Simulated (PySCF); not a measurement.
B(H)(NCO)(OMe) (C₂H₄BNO₂), SMILES COBN=C=O.

Geometry optimised at B3LYP-D3(BJ)/def2-SVP. The structure was generated by enumeration, and PubChem lists no compound with its InChIKey, so it may never have been made. One conformer was computed; it need not be the lowest.

Calculation: PySCF 2.14.0 with TDDFT-CAM-B3LYP/def2-SVPD.

Vertical excitations. Isolated molecule, no solvent. State labels are in the subgroup Cs.

| state | symmetry | energy (eV) | λ (nm) | f | main pairs |
|---|---|---|---|---|---|
| S1 | A" | 6.03 | 206 | 0.002 | HOMO→LUMO 94 % |
| S2 | A' | 6.94 | 179 | 0.176 | HOMO−1→LUMO 75 % |
| S3 | A" | 7.42 | 167 | 0.005 | HOMO−2→LUMO 91 % |
| S4 | A' | 7.72 | 161 | 0.021 | HOMO→LUMO+1 65 %, HOMO→LUMO+2 25 % |
| S5 | A" | 7.83 | 158 | 0.002 | HOMO−1→LUMO+1 57 %, HOMO−1→LUMO+5 14 % |
| S6 | A" | 8.19 | 151 | 0.001 | HOMO−1→LUMO+3 26 %, HOMO−1→LUMO+1 18 %, HOMO−1→LUMO+2 18 %, HOMO−1→LUMO+5 16 % |
| S7 | A' | 8.40 | 148 | 0.290 | HOMO−3→LUMO 52 %, HOMO−1→LUMO 14 %, HOMO→LUMO+3 8 % |
| S8 | A" | 8.69 | 143 | 0.010 | HOMO−1→LUMO+2 48 %, HOMO−3→LUMO+1 22 %, HOMO−1→LUMO+1 13 % |
| S9 | A' | 8.78 | 141 | 0.075 | HOMO→LUMO+2 29 %, HOMO−2→LUMO+1 26 %, HOMO→LUMO+1 18 %, HOMO−3→LUMO 10 % |
| S10 | A" | 9.13 | 136 | 0.013 | HOMO→LUMO+6 34 %, HOMO→LUMO+8 23 %, HOMO−4→LUMO 20 % |
| T1 | A" | 5.79 | 214 | 0 | HOMO→LUMO 92 % |
| T2 | A' | 5.88 | 211 | 0 | HOMO−1→LUMO 89 % |
| T3 | A' | 6.81 | 182 | 0 | HOMO→LUMO+5 37 %, HOMO→LUMO+3 20 %, HOMO→LUMO+1 12 %, HOMO→LUMO+4 8 % |
| T4 | A" | 7.00 | 177 | 0 | HOMO−2→LUMO 82 % |
Triplets are in the Tamm–Dancoff approximation, which puts them higher than full response would, so one can lie above its singlet here.
